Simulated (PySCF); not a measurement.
**Polarisability and C₆ of Sc (scandium, neutral)**

[Ar] 3d2 4s1, high-spin 4F determinant (an excited configuration). Computed with PySCF 2.14 in aug-cc-pVQZ-DK, with the spin-free X2C one-electron Hamiltonian (Gaussian nucleus). Coupled (time-dependent) response in atomic units; α is the mean over directions.

```csv
method,mean α (bohr³),C₆ (like pair),S(−4)
UHF,217.4,2611,68080
```

S(−4) is the Cauchy moment in α(ω) = α(0) + S(−4) ω² + …

α(iu) at UHF:

```tsv
u (hartree)	α(iu) (bohr³)
0	217.4
0.0500	142.6
0.100	78.61
0.200	32.51
0.300	18.75
0.500	9.568
0.750	5.718
1.00	3.980
1.50	2.340
2.00	1.555
3.00	0.8262
5.00	0.3456
```
